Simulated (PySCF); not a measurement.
Zn(Me)2 (C2H6Zn), SMILES [Zn]([CH3])[CH3]. Atoms are numbered in the order given.

```xyz
9

Zn     0.0000     0.0000     0.0000
C      0.0000     0.0000    -1.9565
H     -0.8963    -0.5025    -2.3574
H      0.8833    -0.5250    -2.3574
H      0.0130     1.0275    -2.3574
C      0.0000     0.0000     1.9565
H     -0.8963     0.5025     2.3574
H      0.8833     0.5250     2.3574
H      0.0130    -1.0275     2.3574
```

The structure is a stationary point at B3LYP-D3(BJ)/def2-SVP. The isomer is the one that the SMILES or the coordinates give; other isomers of the formula were not compared.

The numbers are results of PBE0/pcSseg-1 run with PySCF, not measurements.

GIAO shieldings, no solvent; atoms alike by connectivity are averaged. δ = σ(ref) − σ: ¹³C against TMS (σ = 186.3 ppm); ¹H against TMS (σ = 31.56 ppm), references at their B3LYP-D3(BJ)/def2-TZVP geometries, non-relativistic.

Computed chemical shifts:
```tsv
nucleus	atoms	count	δ (ppm)
¹³C	C2, C6	2	-11.8
¹H	H3, H4, H5, H7, H8, H9	6	-0.15
```
